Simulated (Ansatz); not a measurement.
Computed with Ansatz.

A structure relaxed at PBE0-D4/def2-TZVP, charge 0, multiplicity 1:

Cartesian coordinates in Å:
```
Si -2.2928 0.6757 -0.5618
C -0.5699 0.2008 -0.1759
C 0.5715 -0.1170 0.0887
Si 2.2850 -0.5821 0.4746
Cl 2.2901 -2.0802 1.8729
H -2.5748 0.3582 -1.9822
H -3.2081 -0.0864 0.3208
H -2.4544 2.1307 -0.3270
H 3.0016 0.5825 1.0363
H 2.9517 -1.0823 -0.7464
```

(1) Give its formula and SMILES.

(2) Point group (tolerance 0.08 Å, 0.16 Å for H)?

(3) Summarise the bond lengths by kind.

Answers

(1) C2H5ClSi2, `[SiH3]C#C[SiH2]Cl`.

(2) Cs.

(3) 2 × C–Si 1.817 to 1.828 Å; 5 × H–Si 1.478 to 1.483 Å; 1 × C–C 1.214 Å; 1 × Cl–Si 2.049 Å.
